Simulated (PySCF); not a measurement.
**Atomic charges against the basis set**

N-methylaniline, C7H9N.
Geometry (PBE0-D3(BJ)/def2-SVP, Å), atoms numbered from 1 in this order:
```
atom  x, y, z in Å
C1     2.6446   -0.1011   -0.3701
N2     1.6292    0.5267    0.4206
C3     0.2884    0.2758    0.2544
C4    -0.2025   -0.4699   -0.8335
C5    -1.5716   -0.6802   -0.9844
C6    -2.4845   -0.1708   -0.0649
C7    -2.0029    0.5635    1.0215
C8    -0.6428    0.7860    1.1818
H9     3.6317    0.2366   -0.0261
H10    2.6238   -1.2080   -0.3157
H11    2.5570    0.1791   -1.4339
H12    1.9029    0.8646    1.3316
H13    0.4877   -0.8874   -1.5680
H14   -1.9260   -1.2610   -1.8403
H15   -3.5554   -0.3431   -0.1889
H16   -2.7000    0.9720    1.7580
H17   -0.2804    1.3684    2.0344
```

PBE0 throughout (PySCF), one geometry, spherical d and f functions. Geometry: PBE0-D3(BJ)/def2-SVP, one conformer, isolated molecule. Atoms taken as equivalent share a column and are averaged. The first 7 of 11 kinds of atom are listed.

Mulliken charges (e):

```json
{"basis": "STO-3G", "functions": "49", "C1": "-0.143", "N2": "-0.312", "C3": "+0.085", "C4/C8": "-0.110", "C5/C7": "-0.085", "C6": "-0.106", "H9/H10/H11": "+0.090"}
{"basis": "pcSseg-0", "functions": "90", "C1": "-0.386", "N2": "-0.791", "C3": "+0.146", "C4/C8": "-0.201", "C5/C7": "-0.241", "C6": "-0.244", "H9/H10/H11": "+0.232"}
{"basis": "6-31G", "functions": "90", "C1": "-0.315", "N2": "-0.750", "C3": "+0.308", "C4/C8": "-0.179", "C5/C7": "-0.185", "C6": "-0.170", "H9/H10/H11": "+0.176"}
{"basis": "6-31G*", "functions": "130", "C1": "-0.375", "N2": "-0.676", "C3": "+0.351", "C4/C8": "-0.228", "C5/C7": "-0.174", "C6": "-0.184", "H9/H10/H11": "+0.182"}
{"basis": "cc-pVDZ", "functions": "157", "C1": "+0.013", "N2": "-0.244", "C3": "+0.095", "C4/C8": "-0.035", "C5/C7": "+0.007", "C6": "-0.020", "H9/H10/H11": "+0.050"}
{"basis": "def2-SVP", "functions": "157", "C1": "+0.046", "N2": "-0.250", "C3": "+0.120", "C4/C8": "-0.070", "C5/C7": "-0.022", "C6": "-0.030", "H9/H10/H11": "+0.047"}
{"basis": "pcSseg-1", "functions": "181", "C1": "-0.095", "N2": "-0.552", "C3": "+0.172", "C4/C8": "-0.121", "C5/C7": "-0.084", "C6": "-0.099", "H9/H10/H11": "+0.119"}
{"basis": "aug-cc-pVDZ", "functions": "265", "C1": "+0.790", "N2": "-0.423", "C3": "+1.212", "C4/C8": "+0.529", "C5/C7": "+0.613", "C6": "+0.348", "H9/H10/H11": "-0.180"}
{"basis": "6-311+G(2d,p)", "functions": "270", "C1": "-0.343", "N2": "-0.305", "C3": "+0.307", "C4/C8": "-0.111", "C5/C7": "-0.247", "C6": "-0.125", "H9/H10/H11": "+0.151"}
{"basis": "def2-TZVP", "functions": "302", "C1": "-0.303", "N2": "-0.269", "C3": "+0.313", "C4/C8": "-0.274", "C5/C7": "-0.094", "C6": "-0.168", "H9/H10/H11": "+0.134"}
```

IAO charges (e):

```tsv
basis	functions	C1	N2	C3	C4/C8	C5/C7	C6	H9/H10/H11
STO-3G	49	-0.313	-0.250	+0.059	-0.175	-0.136	-0.165	+0.138
pcSseg-0	90	-0.312	-0.311	+0.102	-0.206	-0.140	-0.189	+0.143
6-31G	90	-0.330	-0.327	+0.110	-0.208	-0.141	-0.189	+0.147
6-31G*	130	-0.301	-0.333	+0.121	-0.204	-0.133	-0.185	+0.139
cc-pVDZ	157	-0.301	-0.328	+0.121	-0.210	-0.136	-0.190	+0.138
def2-SVP	157	-0.292	-0.320	+0.118	-0.206	-0.133	-0.186	+0.135
pcSseg-1	181	-0.299	-0.332	+0.118	-0.210	-0.138	-0.192	+0.139
aug-cc-pVDZ	265	-0.309	-0.344	+0.121	-0.213	-0.140	-0.195	+0.142
6-311+G(2d,p)	270	-0.311	-0.346	+0.121	-0.212	-0.140	-0.194	+0.143
def2-TZVP	302	-0.310	-0.343	+0.123	-0.212	-0.139	-0.194	+0.142
```

Hirshfeld charges (e):

```tsv
basis	functions	C1	N2	C3	C4/C8	C5/C7	C6	H9/H10/H11
STO-3G	49	+0.031	-0.138	+0.059	-0.063	-0.030	-0.053	+0.021
pcSseg-0	90	-0.050	-0.106	+0.050	-0.083	-0.049	-0.073	+0.040
6-31G	90	-0.045	-0.125	+0.049	-0.081	-0.050	-0.075	+0.040
6-31G*	130	-0.047	-0.123	+0.046	-0.079	-0.050	-0.075	+0.040
cc-pVDZ	157	-0.057	-0.108	+0.048	-0.081	-0.051	-0.075	+0.041
def2-SVP	157	-0.060	-0.110	+0.050	-0.083	-0.051	-0.075	+0.042
pcSseg-1	181	-0.060	-0.120	+0.049	-0.082	-0.053	-0.077	+0.044
aug-cc-pVDZ	265	-0.068	-0.129	+0.046	-0.081	-0.055	-0.079	+0.047
6-311+G(2d,p)	270	-0.060	-0.129	+0.041	-0.080	-0.055	-0.079	+0.045
def2-TZVP	302	-0.064	-0.126	+0.045	-0.081	-0.055	-0.079	+0.045
```

Some averages cover members that differ in this geometry, most widely: C4/C8, Mulliken in 6-311+G(2d,p) -0.666 to +0.443; H9/H10/H11, Mulliken in aug-cc-pVDZ -0.368 to -0.075; C5/C7, Mulliken in 6-311+G(2d,p) -0.353 to -0.142; C5/C7, Mulliken in aug-cc-pVDZ +0.564 to +0.662 e.

Question: Which scheme is steadiest as the basis changes?

Answer: Largest range over the bases for any column: IAO 0.10 e, Hirshfeld 0.10 e, Mulliken 1.18 e. IAO and Hirshfeld charges move least and Mulliken charges most, counted in e. Without the minimal STO-3G basis the ranges are IAO 0.04, Hirshfeld 0.02, Mulliken 1.18 e.

Question: How much do the charges still move between the two largest bases, 6-311+G(2d,p) and def2-TZVP?

Answer: At most, over all atoms: Mulliken 0.724 e, IAO 0.003 e, Hirshfeld 0.004 e.

Question: What do the same runs give for the total energy, the frontier levels and the dipole moment?

Answer: 
```tsv
basis	energy (Eh)	HOMO (eV)	LUMO (eV)	μ (D)
STO-3G	-322.5340	-3.37	3.26	2.09
pcSseg-0	-325.7977	-5.59	0.22	2.15
6-31G	-326.4398	-5.32	0.54	2.01
6-31G*	-326.5123	-5.33	0.50	1.96
cc-pVDZ	-326.5423	-5.45	0.26	2.07
def2-SVP	-326.2911	-5.54	0.19	2.07
pcSseg-1	-326.4791	-5.63	0.05	2.07
aug-cc-pVDZ	-326.5591	-5.63	-0.15	2.00
6-311+G(2d,p)	-326.6080	-5.64	-0.07	1.99
def2-TZVP	-326.6346	-5.62	0.01	2.00
```

The dipole is fixed by the density alone, so its range of 0.19 D shows that the density itself changes with the basis, not only its division among atoms.
